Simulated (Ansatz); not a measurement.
Geometry optimisation, RKS B3LYP-D4/def2-SVP in Ansatz.

Input file:

```yaml
crystal:
  periodic: [false, false, false]
  atoms:
    - { symbol: Sn, position_ang: [0.168001, -0.026105, 0.143857] }
    - { symbol: H, position_ang: [0.807683, 0.055983, 1.731858] }
    - { symbol: H, position_ang: [1.878208, 0.019376, 0.115872] }
    - { symbol: Cl, position_ang: [-1.036866, 1.826792, -0.661317] }
    - { symbol: O, position_ang: [-0.710182, -1.674502, -0.522302] }
    - { symbol: H, position_ang: [-1.484444, -1.899345, 0.019832] }
basis:
  gaussian: { orbitals: def2-SVP }
hamiltonian:
  xc: b3lyp
  dispersion: d4
relax:
  f_tol: 0.03
  max_steps: 50
output:
  orbitals: {}
```

Command:

```bash
$ ansatz run input.yaml --threads 1 --pin off --max-ram 2048MiB --backend cpu --events-out ev --progress --plain --runs-dir out
```

Problem. Where does it end, and by what steps?

Solution. The forces met the threshold. After 6 steps the energy has fallen by 1.200 eV; H3 moved furthest, 0.61 Å.

```json
{"step": "0", "energy less start (eV)": "0.0000", "largest force component (eV/Å)": "1.956", "accepted": "yes"}
{"step": "1", "energy less start (eV)": "-0.6804", "largest force component (eV/Å)": "1.111", "accepted": "yes"}
{"step": "2", "energy less start (eV)": "-1.0487", "largest force component (eV/Å)": "0.590", "accepted": "yes"}
{"step": "3", "energy less start (eV)": "-1.1772", "largest force component (eV/Å)": "0.364", "accepted": "yes"}
{"step": "4", "energy less start (eV)": "-1.1920", "largest force component (eV/Å)": "0.791", "accepted": "yes"}
{"step": "5", "energy less start (eV)": "-1.2001", "largest force component (eV/Å)": "0.036", "accepted": "yes"}
{"step": "6", "energy less start (eV)": "-1.2002", "largest force component (eV/Å)": "0.004", "accepted": "yes"}
```

```xyz
6
Properties=species:S:1:pos:R:3
Sn 0.348 -0.036 0.281
H 0.299 0.077 1.992
H 1.870 -0.039 -0.488
Cl -0.928 1.788 -0.541
O -0.521 -1.709 -0.347
H -1.445 -1.780 -0.069
```

Whether the end is a true minimum wasn't checked by a vibrational analysis.

Run time: 23 s on 1 thread of Arm Neoverse V2, on a shared host, peak memory 0.15 GiB.
